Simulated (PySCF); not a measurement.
H9N3Si2, SMILES N[SiH2]N[SiH2]N.

The structure is a stationary point at B3LYP-D3(BJ)/def2-SVP. The values are those of a single conformer.

Method: B3LYP/def2-TZVP run with PySCF.

```json
{
 "total_energy": "-748.91420 hartree",
 "point_group": "Cs",
 "highest_occupied_level": "-7.02 eV",
 "lowest_empty_level": "0.37 eV",
 "orbital_gap": "7.39 eV",
 "dipole_moment": "1.96 D",
 "quadrupole, principal values (traceless, Buckingham form, about the centre of nuclear charge)": "-8.25, 0.13, 8.12 D·Å",
 "mean_static_polarisability": "73.9 bohr³ (10.95 Å³)",
 "polarisability_principal_values": "63.4, 70.7, 87.6 bohr³"
}
```
